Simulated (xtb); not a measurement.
Harmonic IR lines of one isomer of C₂H₃N, unscaled. These are GFN2-xTB (xtb) values and carry that method's errors.

wavenumber (cm⁻¹): 265 (vw), 565 (m), 642 (w), 713 (vs), 1098 (m), 1489 (m), 2325 (s), 3424 (w)

Name which structure gives these lines.
A. `[C-]#[N+]C`
B. `C=C=N`
C. `CC#N`
D. `C#CN`

D, `C#CN`
